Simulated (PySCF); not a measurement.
Two species compared at the same levels of theory.

First species: C4H12F2Si3.
SMILES: `FC(F)[Si@@H]1C[C@H](C[SiH3])[SiH2]1`

Second species: C5H9FO.
Z-matrix (Å and degrees, GFN2-xTB geometry), rows numbered from 1:
```
C 
C   1  1.4982
C   2  1.3294  1  122.61
C   3  1.5061  2  125.42  1  -178.12
O   4  1.4108  3  112.45  2    87.70
C   2  1.5082  1  114.93  3  -179.47
F   6  1.3818  2  111.44  1   123.58
H   1  1.0897  2  110.15  3   115.37
H   1  1.0896  2  110.35  3  -125.67
H   1  1.0859  2  110.83  3    -4.97
H   3  1.0805  2  118.92  1    -1.89
H   4  1.1000  3  110.40  2   -35.85
H   4  1.0927  3  109.68  2  -155.38
H   5  0.9651  4  108.26  3   -63.70
H   6  1.0965  2  111.78  1  -117.90
H   6  1.0932  2  111.34  1     5.20
```

Levels: PBE0/pcSseg-1 for dipole moment, HOMO energy, LUMO energy and HOMO–LUMO gap; GFN2-xTB for rotational constant A and rotational constant C. Geometries: GFN2-xTB. Each structure is a single optimised conformer of the isolated species, non-relativistic unless stated. Electronic properties by PySCF.

Dipoles, sizes and rotational constants follow the conformer. The torsions of the flexible species, by atom-mapped SMILES:
- `[F:1][CH:2]([F:3])[Si@@H:4]1[CH2:5][C@H:6]([CH2:7][SiH3:8])[SiH2:9]1`: F1–C2–Si4–C5 -179°, C5–C6–C7–Si8 61°
- `[CH3:1]/[C:2](=[CH:3]/[CH2:4][OH:5])[CH2:6][F:7]`: C2–C3–C4–O5 88°, C1–C2–C6–F7 124°, H–O5–C4–C3 -64°

Values for the first species:

| Quantity | Value |
| --- | --- |
| Dipole moment | 1.87 D |
| HOMO energy | -7.43 eV |
| LUMO energy | -0.54 eV |
| HOMO–LUMO gap | 6.89 eV |
| Rotational constant A | 1.837 GHz |
| Rotational constant C | 0.405 GHz |

(1) Estimate the same properties for the second species, and the change in each.

Results:

(1) 
```tsv
property	first	second	second less first
dipole moment	1.87 D	3.26 D	+1.39 D
HOMO energy	-7.43 eV	-7.32 eV	+0.11 eV
LUMO energy	-0.54 eV	-0.24 eV	+0.30 eV
HOMO–LUMO gap	6.89 eV	7.08 eV	+0.19 eV
rotational constant A	1.837 GHz	3.478 GHz	+1.641 GHz
rotational constant C	0.405 GHz	1.442 GHz	+1.037 GHz
```

On the first: A dipole of 1.87 D is allowed in C1, and pure rotational transitions are dipole-allowed. In atomic units the dipole is 0.74 e·bohr (1 au = 2.5417 D).

On the second: The dipole matches unit charges of opposite sign 0.68 Å apart (1 e·Å = 4.8032 D).
